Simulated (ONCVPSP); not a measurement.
## What one change does to a pseudopotential (Eu, ONCV)

europium, optimised norm-conserving Vanderbilt (ONCV), made with ONCVPSP 4.0.1 (PBEsol, scalar-relativistic). Core [Kr] 4d10 4f6, reference 5s2 5p6 5d2 6s1. Waves: 5s+6s: rc 2.65 bohr, ncon 4, nbas 7, qcut 5.1 1/bohr, 3 projectors, debl 1.6 Ha; 5p: rc 1.85 bohr, ncon 4, nbas 8, qcut 7.6 1/bohr, 2 projectors, debl 0.6 Ha; 5d: rc 2.50 bohr, ncon 3, nbas 6, qcut 4 1/bohr, 1 projector. Local part: polynomial inside 1.65 bohr (lpopt 5, dvloc0 0 Ha). Core correction: none.

In the p channel the program set the typed energies aside and used -0.928, 0.250 Ha.

Change: all radii scaled by about 1.05 (s 2.76, p 1.94, d 2.62 bohr); local potential polynomial inside 1.72 bohr (lpopt 5, dvloc0 0 Ha).

Cutoffs: the cutoffs (Ha) at which the residual kinetic energy of the hardest occupied pseudo-wave falls to 1 and 0.1 mHa per electron; they do not see the model core or the augmentation charge, which bear on the density cutoff. Errors are all-electron minus pseudo energies relative to the spin-unpolarised reference configuration.

Question: What does the change do?

Answer: The potential gets neither clearly harder nor softer (19 Ha and 22 Ha → 18 Ha and 22 Ha); of the 4 tests that both files solve, the error grows in 0 and shrinks in 2 by more than 15 % and 0.3 meV (median size 6.4 → 5.7 meV); neither file shows a bound ghost.

```tsv
quantity	base	changed
cutoff, loose	19 Ha	18 Ha
cutoff, tight	22 Ha	22 Ha
loose cutoff by channel	s 6.4 Ha, p 19 Ha, d 6.8 Ha	s 5.8 Ha, p 18 Ha, d 6.6 Ha
bound ghosts	none	none
GHOST(+) flags under 300 eV	s at 156.5 eV	s at 152.8 eV
error for 5s2 5p6 5d1 6s2, meV [ΔE -1.61 eV]	-2.4	-1.7
error for 5s2 5p6 5d1 6s1, meV [ΔE 4.97 eV]	-8.9	-8.3
error for 5s2 5p6 5d1 6s0, meV [ΔE 16.85 eV]	-11	-11
error for 5s2 5p6 5d1 6s1 6p1, meV [ΔE 1.22 eV]	-4.0	-3.2
```
